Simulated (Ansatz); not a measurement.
Name a neutral molecule of C, Cl, F, Si and H with size of the dipole moment (B3LYP/def2-TZVPP) between 0.80 and 1.10 D and LUMO energy (PBE/def2-TZVPP) between -2.00 and -1.70 eV (Ansatz, PBE0-D4/def2-TZVP geometry).

`C[SiH](F)[SiH2]Cl` (0.90 D, -1.73 eV). Other molecules can fit too; these were computed, each in one conformer that needn't be the lowest.

B3LYP here is the variant with VWN-RPA as its local correlation; programs differ in this.
